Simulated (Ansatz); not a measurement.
`[SH][Hf]([SH])([SH])[SH]`. Charge 0, multiplicity 1. Correlated methods include outer-core shells of Hf, which these sets cover unevenly. Hf takes the def2 core potential.

```json
{"atom": "S1", "x (Å)": "1.769", "y (Å)": "-1.198", "z (Å)": "-1.150"}
{"atom": "Hf2", "x (Å)": "0.001", "y (Å)": "0.000", "z (Å)": "0.000"}
{"atom": "S3", "x (Å)": "0.903", "y (Å)": "1.824", "z (Å)": "1.322"}
{"atom": "S4", "x (Å)": "-1.124", "y (Å)": "-1.622", "z (Å)": "1.411"}
{"atom": "S5", "x (Å)": "-1.546", "y (Å)": "0.997", "z (Å)": "-1.581"}
{"atom": "H6", "x (Å)": "1.505", "y (Å)": "-0.528", "z (Å)": "-2.290"}
{"atom": "H7", "x (Å)": "2.129", "y (Å)": "1.264", "z (Å)": "1.289"}
{"atom": "H8", "x (Å)": "-1.226", "y (Å)": "-0.715", "z (Å)": "2.403"}
{"atom": "H9", "x (Å)": "-2.411", "y (Å)": "-0.021", "z (Å)": "-1.404"}
```

Task: Give the diagnostics of a CCSD(T)/def2-TZVPP run (frozen core, Ansatz). (An estimate is asked.)

Result: Computed: T1 = 0.0166, largest single amplitude 0.039, largest double 0.017, (T) share of the correlation energy 4.9 %, 10 CCSD cycles. The RHF solution is stable towards an unrestricted one. T1 lies under the customary mark of 0.02 for closed shells.
